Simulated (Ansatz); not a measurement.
CH$_{6}$BClGe (`B[CH2][GeH2][Cl]`). Total charge 0; spin multiplicity 1. Geometry: relaxed with PBE0-D4/def2-TZVP. It is one conformer, not always the lowest.

```xyz
10

B    -0.644   -1.085   -1.033
C     0.276   -0.775    0.154
Ge    0.164    1.167    0.472
Cl    1.475    1.573    2.139
H    -0.233   -1.023   -2.156
H    -1.806   -1.321   -0.859
H    -0.030   -1.202    1.112
H     1.342   -0.939   -0.021
H    -1.238    1.615    0.902
H     0.694    1.991   -0.709
```

**Question.** What is the dipole moment at B3LYP/def2-TZVPP? (An estimate is asked.)

**Answer.** Ansatz gave: 1.16 D, with components (-0.60, -0.54, -0.84) D in this frame, pointing from negative to positive charge.

**Question.** And with PBE, r2SCAN, ωB97M-V? (Estimate.)

**Answer.** Computed: PBE 0.94 D, r2SCAN 1.12 D, ωB97M-V 1.20 D.

**Question.** Give the Mulliken charges with B3LYP, ωB97M-V, PBE in def2-TZVPP. (Estimate.)

**Answer.** Computed: 
| atom | B3LYP | ωB97M-V | PBE |
| --- | --- | --- | --- |
| B1 | -0.15 | -0.22 | -0.14 |
| C2 | -0.24 | -0.31 | -0.22 |
| Ge3 | 0.35 | 0.29 | 0.32 |
| Cl4 | -0.32 | -0.29 | -0.29 |
| H5 | 0.04 | 0.08 | 0.02 |
| H6 | 0.04 | 0.08 | 0.02 |
| H7 | 0.13 | 0.15 | 0.13 |
| H8 | 0.13 | 0.15 | 0.13 |
| H9 | 0.01 | 0.04 | 0.01 |
| H10 | 0.01 | 0.04 | 0.01 |

B3LYP here is the variant with VWN-RPA as its local correlation; programs differ in this.
